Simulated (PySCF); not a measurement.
C₃H₈Ge.
Atom-mapped SMILES: `[CH2:1]=[CH:2][CH2:3][GeH3:4]` (hydrogens: H5, H6 on C1; H7 on C2; H8, H9 on C3; H10, H11, H12 on Ge4)

Theory: PySCF, PBE0-D3(BJ)/def2-SVP geometry optimisation, gas phase.

Task: List the bond lengths, angles and torsions at this level.

Result: 
```json
{"bond": "C1=C2", "length (bohr)": "2.524"}
{"bond": "C2–C3", "length (bohr)": "2.815"}
{"bond": "C3–Ge4", "length (bohr)": "3.726"}
{"bond": "C1–H5", "length (bohr)": "2.065"}
{"bond": "C1–H6", "length (bohr)": "2.069"}
{"bond": "C2–H7", "length (bohr)": "2.075"}
{"bond": "C3–H8, C3–H9", "length (bohr)": "2.082"}
{"bond": "Ge4–H10, Ge4–H11, Ge4–H12", "length (bohr)": "2.912"}
```

Bonds in one row agree within 0.02 bohr and their mean is given. A selection of angles:
```json
{"angle": "C2–C1–H5", "degrees": "121.5"}
{"angle": "C2–C1–H6", "degrees": "121.4"}
{"angle": "H5–C1–H6", "degrees": "117.1"}
{"angle": "C1–C2–C3", "degrees": "125.7"}
{"angle": "C1–C2–H7", "degrees": "118.4"}
{"angle": "C3–C2–H7", "degrees": "115.9"}
{"angle": "C2–C3–Ge4", "degrees": "111.8"}
{"angle": "C2–C3–H8", "degrees": "111.4"}
{"angle": "Ge4–C3–H8", "degrees": "107.7"}
{"angle": "H8–C3–H9", "degrees": "107.6"}
{"angle": "C3–Ge4–H10", "degrees": "110.1"}
{"angle": "H10–Ge4–H11", "degrees": "109.5"}
```

Torsions: C1–C2–C3–Ge4 -107° (anticlinal). The mirror-image conformer, all signs reversed, is as good.

Of the pairs four or more bonds apart, H6···H8 is among the closest relative to their van der Waals radii: 2.51 Å, 104 % of the sum of Bondi's values. Ge4 (germanium bonded to C and 3 H) is tetrahedral (angles from 108.9° to 110.1°). The C–C distances run from 1.336 Å (C1=C2, drawn double) to 1.490 Å (C2–C3, drawn single), a spread of 0.154 Å.

Point group: C1 (no symmetry element, even within 0.4 Å). Stationary, but not proved a minimum. The numbers are those of one conformer.
